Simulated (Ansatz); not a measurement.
# Two structures, one formula

Two isomers of ZnBH₂, doublet, relaxed at PBE0-D4/def2-TZVP (vibrations not checked).

A:

```
4
angstrom
B -0.2651 0.1640 0.0085
Zn 1.6521 -0.4218 0.7711
H -1.1464 -0.6317 0.1646
H -0.2406 0.8895 -0.9441
```

B:

```tsv
atom	x (Å)	y (Å)	z (Å)
B1	0.3587	-0.8416	0.5922
Zn2	-0.3002	0.7047	-0.4958
H3	0.7499	-1.7595	1.2372
H4	-0.8085	1.8964	-1.3336
```

Computed with Ansatz 0.2.0 (basis: def2-TZVPP); correlated methods freeze the cores; orbitals are unrestricted. The 3s and 3p shells of Cu and Zn are frozen; filled d shells are correlated. B3LYP uses VWN-RPA correlation.

Q: Which structure is lower at CCSD(T), and by how much? (Judge from chemistry; the value comes from the calculation.)

A: Computed: A, by 0.832 eV (electronic energy, against the other). By their contacts, A is ZnBH₂ ([BH2][Zn]) and B is ZnBH₂ ([BH][ZnH]).

All methods give the same order:

```csv
method,E(B) − E(A) (eV)
PBE-D4,1.034
r2SCAN-D4,0.869
PBE0-D4,0.932
B3LYP-D4,1.015
wB97M-V,0.813
HF,0.849
MP2,0.756
CCSD,0.820
CCSD(T),0.832
```

T1 diagnostic: at most 0.031. ⟨S²⟩ of the unrestricted Hartree–Fock references: 0.76 to 0.85 (a pure state has 0.75). The unrestricted reference is spin-contaminated, which hurts MP2 most.

Labels in which every atom is bracketed show which atoms are joined, not bond orders.
